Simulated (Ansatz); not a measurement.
Ansatz results at the PBE0-D4/def2-TZVP geometry: HOMO energy (B3LYP/def2-TZVPP) -6.49 eV; size of the dipole moment (PBE/def2-TZVPP) 1.36 D; HOMO–LUMO gap (B3LYP/def2-TZVPP) 7.01 eV.

Each molecule was computed in one conformer, which needn't be the lowest.

(1) Which molecule gave them?
A. `BC=C`
B. `NB(O)O`
C. `ClB(Br)Br`
D. `CC(C)OB(N)N`

## Answers

(1) D. The others give `BC=C`: -8.27, 1.42, 5.97; `ClB(Br)Br`: -8.16, 0.02, 6.05; `NB(O)O`: -7.34, 1.93, 7.52.

B3LYP here is the variant with VWN-RPA as its local correlation; programs differ in this.
